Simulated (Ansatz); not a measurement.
Reaction (redistribution): `[CH3][AlH][S][GeH3]` + `N[SiH2]O[SiH2][SiH3]` → `[CH3][AlH][O][SiH2][SiH3]` + `N[SiH2][S][GeH3]`

Gas-phase electronic energies from Ansatz, PBE0-D4/def2-TZVP geometries. CCSD(T)/CBS adds triple-zeta CCSD(T) − MP2 to the extrapolated MP2 energy (def2 sets, frozen cores). Functionals use def2-TZVPP. B3LYP here is the variant with VWN-RPA as its local correlation; programs differ in this. For Ge outer-core shells are correlated without core-valence functions, which leaves a few kJ/mol of doubt a bond. Scalar relativity is left out up to krypton. Each species was taken in one conformer, which may not be the lowest.

```json
{"level": "PBE0-D4", "ΔE (kcal/mol)": "4.5", "difference from CCSD(T)/CBS": "-0.1"}
{"level": "B3LYP-D4", "ΔE (kcal/mol)": "4.6", "difference from CCSD(T)/CBS": "0.0"}
{"level": "ωB97X-V", "ΔE (kcal/mol)": "4.7", "difference from CCSD(T)/CBS": "0.1"}
{"level": "ωB97M-V", "ΔE (kcal/mol)": "4.9", "difference from CCSD(T)/CBS": "0.3"}
{"level": "B2PLYP", "ΔE (kcal/mol)": "4.0", "difference from CCSD(T)/CBS": "-0.6"}
{"level": "r2SCAN", "ΔE (kcal/mol)": "4.2", "difference from CCSD(T)/CBS": "-0.4"}
{"level": "PBE0", "ΔE (kcal/mol)": "3.9", "difference from CCSD(T)/CBS": "-0.7"}
{"level": "B3LYP", "ΔE (kcal/mol)": "3.6", "difference from CCSD(T)/CBS": "-1.0"}
{"level": "HF/def2-TZVPP", "ΔE (kcal/mol)": "5.7", "difference from CCSD(T)/CBS": "1.1"}
{"level": "MP2/def2-TZVPP", "ΔE (kcal/mol)": "4.5", "difference from CCSD(T)/CBS": "-0.1"}
{"level": "SCS-MP2/def2-TZVPP", "ΔE (kcal/mol)": "4.5", "difference from CCSD(T)/CBS": "-0.1"}
{"level": "CCSD/def2-TZVPP", "ΔE (kcal/mol)": "4.8", "difference from CCSD(T)/CBS": "0.2"}
{"level": "MP2/def2-QZVPP", "ΔE (kcal/mol)": "4.3", "difference from CCSD(T)/CBS": "-0.3"}
{"level": "SCS-MP2/def2-QZVPP", "ΔE (kcal/mol)": "4.3", "difference from CCSD(T)/CBS": "-0.3"}
{"level": "MP2/CBS(def2)", "ΔE (kcal/mol)": "4.3", "difference from CCSD(T)/CBS": "-0.3"}
{"level": "CCSD/CBS(def2)", "ΔE (kcal/mol)": "4.7", "difference from CCSD(T)/CBS": "0.1"}
{"level": "CCSD(T)/CBS", "ΔE (kcal/mol)": "4.6", "difference from CCSD(T)/CBS": "0"}
```

Largest T1 diagnostic among the species: 0.012.

From PBE to PBE0 (25 % exact exchange), in def2-TZVPP and without D4, ΔE moves by +0.9 kcal/mol. The D4 term adds +1.0 kcal/mol with B3LYP and +0.5 kcal/mol with PBE0; it sums over pairs of atoms, weighted by their polarisabilities, and B3LYP, whose exchange is more repulsive, gets the larger term. In def2-TZVPP, CCSD(T) changes the Hartree–Fock value by −0.9 kcal/mol (the triples alone add −0.0 kcal/mol) and MP2 by −1.2 kcal/mol.
